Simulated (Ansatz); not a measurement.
Geometry optimisation, Ansatz, RKS PBE0-D4/STO-3G.

The input (input.yaml):

```yaml
crystal:
  periodic: [false, false, false]
  atoms:
    - { symbol: Si, position_ang: [0.0, 0.0, 0.0] }
    - { symbol: C, position_ang: [0.0, 0.0, 1.87] }
    - { symbol: H, position_ang: [-0.9996, -0.3092, 2.2405] }
    - { symbol: H, position_ang: [0.7676, -0.7111, 2.2405] }
    - { symbol: H, position_ang: [0.232, 1.0203, 2.2405] }
    - { symbol: O, position_ang: [1.5842, 0.0, -0.5594] }
    - { symbol: H, position_ang: [1.9006, -0.9521, -0.6761] }
    - { symbol: O, position_ang: [-0.7913, 1.3709, -0.5594] }
    - { symbol: H, position_ang: [-1.7491, 1.1401, -0.7818] }
    - { symbol: Si, position_ang: [-1.0456, -1.8115, -0.7393] }
    - { symbol: H, position_ang: [-1.7029, -2.4846, 0.3772] }
    - { symbol: H, position_ang: [-2.0454, -1.4265, -1.7311] }
    - { symbol: H, position_ang: [-0.0777, -2.7173, -1.3511] }
basis:
  gaussian: { orbitals: STO-3G }
hamiltonian:
  xc: pbe0
  dispersion: d4
relax:
  f_tol: 0.02
  max_steps: 40
```

Command:

```bash
$ ansatz run input.yaml --threads 1 --pin off --max-ram 2048MiB --backend cpu --events-out ev --progress --plain --runs-dir out
```

Q: Where does it end, and by what steps?

A: It converged. The force dipped under the threshold on the way, but the program's further checks kept it going. Limits of this set-up: minimal basis. After 28 steps the energy has fallen by 0.311 eV; H12 moved furthest, 0.78 Å.

| step | energy less start (eV) | largest force component (eV/Å) | accepted |
| --- | --- | --- | --- |
| 0 | 0.0000 | 1.515 | yes |
| 1 | -0.1950 | 0.737 | yes |
| 2 | -0.2477 | 0.212 | yes |
| 3 | -0.2631 | 0.132 | yes |
| 4 | -0.2833 | 0.235 | yes |
| 5 | -0.2199 | 1.698 | no |
| 6 | -0.2951 | 0.070 | yes |
| 7 | -0.3002 | 0.028 | yes |
| 8 | -0.2918 | 0.287 | no |
| 9 | -0.3006 | 0.011 | yes |
| 10 | -0.3006 | 0.226 | no |
| 11 | -0.3010 | 0.088 | yes |
| 12 | -0.3015 | 0.040 | yes |
| 13 | -0.3016 | 0.054 | yes |
| 14 | -0.3020 | 0.085 | yes |
| 15 | -0.3022 | 0.134 | yes |
| 16 | -0.3028 | 0.088 | yes |
| 17 | -0.3038 | 0.019 | yes |
| 18 | -0.3047 | 0.058 | yes |
| 19 | -0.3051 | 0.105 | yes |
| 20 | -0.3061 | 0.067 | yes |
| 21 | -0.3075 | 0.045 | yes |
| 22 | -0.3064 | 0.218 | no |
| 23 | -0.2797 | 0.377 | no |
| 24 | -0.3083 | 0.009 | yes |
| 25 | -0.3093 | 0.074 | yes |
| 26 | -0.3096 | 0.120 | yes |
| 27 | -0.3106 | 0.064 | yes |
| 28 | -0.3113 | 0.010 | yes |

```xyz
13
Properties=species:S:1:pos:R:3
Si -0.080 -0.018 -0.100
C 0.076 -0.055 1.778
H -0.905 -0.128 2.258
H 0.666 -0.913 2.113
H 0.564 0.850 2.153
O 1.445 0.241 -0.834
H 2.005 -0.549 -0.526
O -0.890 1.402 -0.610
H -1.762 1.389 -0.088
Si -1.089 -1.939 -0.783
H -2.230 -2.246 0.048
H -1.550 -1.859 -2.148
H -0.179 -3.057 -0.693
```

The run took 72 s on 1 thread of Arm Neoverse V2, on a shared host, peak memory 0.13 GiB.
